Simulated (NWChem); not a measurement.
System: CdH2O2; SMILES [OH][Cd][OH]

NWChem input:

```
start job
memory heap 200 mb stack 900 mb global 1100 mb
geometry units angstroms noautoz
  Cd     0.000005     0.000001     0.051236
  O     -1.952210    -0.141330    -0.036871
  H     -2.369800     0.398043     0.644122
  O      1.952207     0.141331    -0.036874
  H      2.369798    -0.398045     0.644124
end
basis spherical
  * library sto-3g
end
dft
  xc xtpss03 ctpss03
  iterations 150
  mulliken
end
task dft energy
```

Coordinates come from a PBE0/def2-SVP (def2 core potentials past Kr) optimisation.

Q: Predict the main results of this run. (TPSS/STO-3G, non-relativistic.) Quantities: basis functions; energy (Ha); highest occupied level (eV); orbital gap (eV); dipole (D).

A: The number of basis functions is 39 and the energy (Ha) is -5562.86. The highest occupied level (eV) is -1.17. The orbital gap (eV) is 5.07 and the dipole (D) is 1.34.
